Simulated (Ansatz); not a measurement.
W4Se8⁻. Charge -1, multiplicity 2. Geometry PBE-D4/def2-SVP.

```xyz
12

W     0.1394    1.0946   -2.1269
W     0.4197   -1.7881    1.4740
W    -1.3724    0.0584   -0.1220
W     0.6848    0.8681    1.0752
Se   -1.9816   -2.0922    1.0596
Se   -1.5454    1.9107    1.5402
Se    1.0837   -0.9014   -0.8246
Se    0.8688   -0.2404    3.3209
Se    1.8127   -3.6359    1.5772
Se    1.4826    2.5982   -0.7488
Se    0.6584    0.5492   -4.3123
Se   -2.2507    1.5787   -1.9124
```

In the def2 sets W takes a core potential; there is no spin–orbit coupling. Single mean-field runs in def2-TZVP are fitted with def2-universal-jkfit. At PBE0-D4/def2-TZVP the charge -1 doublet is spin-contaminated (final ⟨S²⟩ up to 0.88, 0.75 for a pure state). Another isomer (doublet) lies 0.89 eV lower at PBE0-D4/def2-TZVP; other spin states weren't run for this one.

(1) Estimate the α-spin orbital energies around the gap (eV) in Ansatz with PBE-D4/def2-TZVP, BLYP-D4/def2-TZVP, r2SCAN-D4/def2-TZVP, PBE0-D4/def2-SVP, PBE0-D4/def2-TZVP.

## Answers

(1) 
```
orbital  PBE-D4/def2-TZVP  BLYP-D4/def2-TZVP  r2SCAN-D4/def2-TZVP  PBE0-D4/def2-SVP  PBE0-D4/def2-TZVP
 HOMO−5             -3.00              -2.79                -3.28             -3.97              -3.98
 HOMO−4             -2.92              -2.71                -3.21             -3.89              -3.90
 HOMO−3             -2.80              -2.59                -3.07             -3.77              -3.77
 HOMO−2             -2.24              -2.04                -2.51             -3.19              -3.19
 HOMO−1             -1.66              -1.44                -1.93             -2.58              -2.55
   HOMO             -1.58              -1.40                -1.79             -2.48              -2.46
   LUMO             -0.97              -0.77                -0.99             -0.45              -0.43
 LUMO+1             -0.72              -0.54                -0.73             -0.17              -0.14
 LUMO+2             -0.48              -0.30                -0.57             -0.03              -0.01
 LUMO+3             -0.43              -0.25                -0.48              0.08               0.13
 LUMO+4             -0.22              -0.05                -0.28              0.27               0.28
 LUMO+5             -0.15               0.02                -0.19              0.40               0.45
 β HOMO             -1.51              -1.34                -1.71             -2.40              -2.37
 β LUMO             -1.24              -1.08                -1.20             -0.65              -0.61
```
